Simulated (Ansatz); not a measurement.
Harmonic frequencies (cm⁻¹) at PBE0-D4/def2-TZVP from Ansatz: 301, 446, 556, 576, 630, 674, 748, 796, 875, 957, 986, 1174, 1425, 2218, 2258, 2700, 3104, 3165.

**Question.** Which molecule is it?
A. `NCBF`
B. `C=CC=S`
C. `N#CO[SiH3]`
D. `B1C[SiH2]1`

**Answer.** D.
